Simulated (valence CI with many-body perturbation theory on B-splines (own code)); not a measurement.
**Energy levels of Zr³⁴⁺**

Method: valence CI with perturbative core correlation (CI+MBPT): four valence electrons over a frozen Dirac-Fock core [He], a basis of 11 s, 11 p, 9 d, 7 f, 5 g, 2 h, 1 i functions for each j, with the one-electron correlation potential Σ1, the two-electron term Σ2, the three-electron term Σ3, Breit, model QED; selected CI, second order for the rest (own B-spline code, finite nucleus).

The last digits are not significant, and no measured levels were compared; by estimate large intervals hold to a few tenths of a per cent, small ones and those within an open d or f shell to about a per cent. Among the levels kept, up to 260 cm⁻¹ of a level comes from second order outside the variational space, and about a tenth of that is noise between levels of different J, which matters for small intervals.

Levels 1 to 45 of 110, with energies above the lowest level, (2s^2 2p1/2^2) J=0. "Leading %" is the weight of the configuration and term that name the level; weights of strongly mixed levels are sums over their largest components and can fall short. In the jj column 3d3/2^4 stands for four electrons in 3d with j = 3/2. Lifetimes count E1, E2, E3, M1 and M2 decay at the calculated energies, and are blank where another channel may lead or the interval is too uncertain; long ones can be off by a factor of two.

```csv
No.,Configuration,Term,J,E (Ry),Leading %,Lifetime,Second component,Leading jj
1,2s2 2p2,3P,0,0.00,76,,23 % 2s2 2p2 1S,2s^2 2p1/2^2 (98 %)
2,2s2 2p2,3P,1,6.03,100,253 ns,,2s^2 2p1/2 2p3/2 (100 %)
3,2s2 2p2,1D,2,6.89,56,151 μs,44 % 2s2 2p2 3P,2s^2 2p1/2 2p3/2 (98 %)
4,2s2 2p2,3P,2,13.52,55,126 ns,44 % 2s2 2p2 1D,2s^2 2p3/2^2 (98 %)
5,2s 2p3,5S°,2,14.59,60,257 ps,30 % 2s 2p3 3P°,2s 2p1/2^2 2p3/2 (84 %)
6,2s2 2p2,1S,0,15.52,75,69.4 ns,24 % 2s2 2p2 3P,2s^2 2p3/2^2 (97 %)
7,2s 2p3,3D°,1,18.03,50,8.70 ps,24 % 2s 2p3 3P°,2s 2p1/2^2 2p3/2 (91 %)
8,2s 2p3,3D°,2,20.75,57,30.4 ps,29 % 2s 2p3 5S°,2s 2p1/2 2p3/2^2 (87 %)
9,2s 2p3,3D°,3,22.35,100,36.4 ps,,2s 2p1/2 2p3/2^2 (100 %)
10,2s 2p3,3P°,0,24.14,100,9.25 ps,,2s 2p1/2 2p3/2^2 (100 %)
11,2s 2p3,3P°,1,24.72,39,5.90 ps,34 % 2s 2p3 3D°,2s 2p1/2 2p3/2^2 (93 %)
12,2s 2p3,1D°,2,25.39,58,5.47 ps,24 % 2s 2p3 3D°,2s 2p1/2 2p3/2^2 (87 %)
13,2s 2p3,3S°,1,25.96,37,3.94 ps,30 % 2s 2p3 1P°,2s 2p1/2 2p3/2^2 (92 %)
14,2s 2p3,3P°,2,30.68,46,7.47 ps,36 % 2s 2p3 1D°,2s 2p3/2^3 (87 %)
15,2s 2p3,1P°,1,33.49,52,3.00 ps,28 % 2s 2p3 3S°,2s 2p3/2^3 (92 %)
16,2p4,3P,2,35.43,75,4.70 ps,24 % 2p4 1D,2p1/2^2 2p3/2^2 (98 %)
17,2p4,1S,0,37.60,50,3.65 ps,49 % 2p4 3P,2p1/2^2 2p3/2^2 (96 %)
18,2p4,3P,1,41.91,100,3.16 ps,,2p1/2 2p3/2^3 (100 %)
19,2p4,1D,2,42.89,75,3.81 ps,24 % 2p4 3P,2p1/2 2p3/2^3 (99 %)
20,2p4,3P,0,50.63,50,2.48 ps,48 % 2p4 1S,2p3/2^4 (96 %)
21,2s2 2p 3s,3P°,0,188.00,98,74.0 fs,,2s^2 2p1/2 3s (98 %)
22,2s2 2p 3s,3P°,1,188.14,68,58.1 fs,30 % 2s2 2p 3s 1P°,2s^2 2p1/2 3s (98 %)
23,2s2 2p 3p,3D,1,190.81,71,4.70 ps,23 % 2s2 2p 3p 1P,2s^2 2p1/2 3p1/2 (98 %)
24,2s2 2p 3p,3P,0,192.19,72,1.02 ps,25 % 2s2 2p 3p 1S,2s^2 2p1/2 3p1/2 (96 %)
25,2s2 2p 3p,3P,1,193.19,41,786 fs,29 % 2s2 2p 3p 3S,2s^2 2p1/2 3p3/2 (93 %)
26,2s2 2p 3p,3D,2,193.39,61,2.86 ps,23 % 2s2 2p 3p 1D,2s^2 2p1/2 3p3/2 (97 %)
27,2s2 2p 3s,3P°,2,195.03,95,49.1 fs,,2s^2 2p3/2 3s (95 %)
28,2s2 2p 3s,1P°,1,195.39,68,46.4 fs,30 % 2s2 2p 3s 3P°,2s^2 2p3/2 3s (97 %)
29,2s2 2p 3d,3F°,2,195.88,74,54.3 fs,20 % 2s2 2p 3d 1D°,2s^2 2p1/2 3d3/2 (98 %)
30,2s 2p2 3s,5P,1,195.91,65,87.6 fs,17 % 2s 2p2 3s 3S,2s 2p1/2^2 3s (83 %)
31,2s2 2p 3d,3D°,1,196.85,53,6.07 fs,26 % 2s2 2p 3d 1P°,2s^2 2p1/2 3d3/2 (96 %)
32,2s2 2p 3d,3P°,2,197.02,44,9.57 fs,34 % 2s2 2p 3d 3D°,2s^2 2p1/2 3d5/2 (96 %)
33,2s 2p2 3s,3P,0,197.05,79,74.3 fs,19 % 2s 2p2 3s 1S,2s 2p1/2^2 3s (88 %)
34,2s2 2p 3d,3F°,3,197.07,54,11.1 fs,23 % 2s2 2p 3d 1F°,2s^2 2p1/2 3d5/2 (97 %)
35,2s2 2p 3p,3P,1,198.39,53,1.06 ps,18 % 2s2 2p 3p 3S,2s^2 2p3/2 3p1/2 (93 %)
36,2s2 2p 3p,3D,2,198.59,36,1.55 ps,30 % 2s2 2p 3p 1D,2s^2 2p3/2 3p1/2 (93 %)
37,2s 2p2 3p,5D°,0,198.74,66,403 fs,32 % 2s 2p2 3p 3P°,2s 2p1/2^2 3p1/2 (88 %)
38,2s 2p2 3p,5D°,1,198.84,36,95.4 fs,27 % 2s 2p2 3p 3P°,2s 2p1/2^2 3p1/2 (85 %)
39,2s2 2p 3p,3D,3,199.84,94,2.47 ps,,2s^2 2p3/2 3p3/2 (94 %)
40,2s2 2p 3p,3S,1,199.91,46,2.31 ps,45 % 2s2 2p 3p 1P,2s^2 2p3/2 3p3/2 (95 %)
41,2s 2p2 3s,5P,2,200.60,64,113 fs,16 % 2s2 2p 3p 1D,2s 2p1/2 2p3/2 3s (72 %)
42,2s2 2p 3p,3P,2,201.01,40,271 fs,28 % 2s2 2p 3p 1D,2s^2 2p3/2 3p3/2 (68 %)
43,2s 2p2 3p,5D°,2,201.10,31,481 fs,31 % 2s 2p2 3p 5P°,2s 2p1/2^2 3p3/2 (85 %)
44,2s 2p2 3p,3D°,1,201.44,43,22.5 fs,15 % 2s 2p2 3p 1P°,2s 2p1/2^2 3p3/2 (86 %)
45,2s 2p2 3s,3P,1,201.86,76,54.0 fs,13 % 2s 2p2 3s 5P,2s 2p1/2 2p3/2 3s (93 %)
```

The ionisation energy to 2s2 2p 2P°_1/2 of the next ion comes out as 4560.9 eV (NIST: 4553 ± 5 eV (semi-empirical)). All 110 levels together are meant to be complete up to 213.19 Ry.
